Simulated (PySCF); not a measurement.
## Static response to an electric field

Species: C7H5PS.
Cartesian coordinates in Å at the GFN2-xTB level; atoms count from 1:
```
atom  x, y, z in Å
C1    -1.6041   -0.5568   -2.6567
C2    -0.7500   -0.6076   -1.8122
C3     0.2757   -0.7043   -0.8535
P4     1.6589   -1.7932   -1.1362
C5     2.3850   -1.3711    0.3456
S6     1.6114   -0.2352    1.3664
C7     0.2566    0.0236    0.3179
C8    -0.7857    0.9449    0.6928
C9    -0.8031    1.6477    1.8220
H10   -2.3548   -0.5046   -3.3873
H11    3.3175   -1.7715    0.7032
H12   -1.5882    1.0360   -0.0283
H13   -1.6073    2.3230    2.0534
H14   -0.0126    1.5687    2.5508
```

Level: wB97X-D/def2-SVPD (PySCF), static field, nuclei fixed, core orbitals frozen in the response. The polarisability tensor in these axes (au):

```
x   128.41 -25.45  19.50
y   -25.45 109.85  34.09
z    19.50  34.09 149.15
```

Problem. Give the principal values, the mean and the anisotropy Δα = √{½[(α1 − α2)² + (α2 − α3)² + (α1 − α3)²]}.

Solution. Principal values 72.14, 145.82 and 169.46 au; mean 129.14 au = 19.14 Å³ = 21.29 × 10⁻⁴⁰ C²·m²/J; Δα = 87.92 au (68 % of the mean).

Problem. What is the dipole moment, and where does it point?

Solution. (-0.33, 0.90, 1.12) D, 1.47 D in size, pointing from the negative to the positive side. Measured along this direction, the outermost atoms are H10 and P4 at the negative end and H13 at the positive end.

Problem. In a dilute gas of rigid molecules at 273 K, how does the orientational term μ²/3kT compare with the electronic polarisability?

Solution. In Gaussian units μ²/3kT = 19.22 Å³ against 19.14 Å³, a ratio of 1.00; the Debye molar polarisation (4π/3)N_A(α + μ²/3kT) is 96.8 cm³/mol, leaving out the vibrational part.

Problem. Sum over states: ᾱ = Σ f/ω², ω in Eh. What share falls to these 8 lowest TDDFT singlets (eV, f)? 4.21, 0.1392; 4.45, 0.0642; 5.13, 0.0014; 5.18, 0.2309; 5.41, 0.0027; 5.43, 0.3590; 5.58, 0.0000; 5.82, 0.0000.

Solution. They add up to 23.71 au, 18.4 % of the 129.14 au; the largest single term is 9.00 au, from the state at 5.43 eV. Terms in order: 5.81, 2.40, 0.04, 6.38, 0.07, 9.00, 0.00, 0.00 au. Higher excitations give the rest. The strengths listed sum to 0.797.

Problem. Refractivity n − 1 of an ideal gas of it at 500 K and 1 atm, from the electronic α?

Solution. N = p/kT = 1.4678 × 10¹⁹ cm⁻³, so n − 1 = 2π × N × 19.14 × 10⁻²⁴ cm³ = 1765 × 10⁻⁶ at long wavelengths, for an ideal gas.

Problem. Find the Langevin capture rate constant for H3+ (3.023 u) meeting this molecule (151.985 u), k = 2.342 × 10⁻⁹ cm³/s × √(α in Å³ / reduced mass in u).

Solution. The reduced mass is 2.96 u, so k = 5.95 × 10⁻⁹ cm³/s. The formula leaves out the permanent dipole, which adds to the capture rate.

Problem. Traceless (Buckingham) quadrupole moment about the centre of nuclear charge: eigenvalues?

Solution. -10.25, -1.86, 12.10 D·Å. The values depend on the origin, since the dipole doesn't vanish. The electronic extent ⟨r²⟩ about the same centre is 1547 bohr², a root-mean-square distance of 2.36 Å for the 78 electrons.

Geometry: GFN2-xTB, one conformer, isolated molecule.

The run behind these numbers computed excited states as well. The run took 71 s wall on one thread, Arm Neoverse V1 (aarch64) (shared host), and the process peaked at 1.0 GiB of memory.

The pairwise dispersion term of wB97X-D wasn't added to the energies; at a given geometry it leaves orbitals and properties as they are.
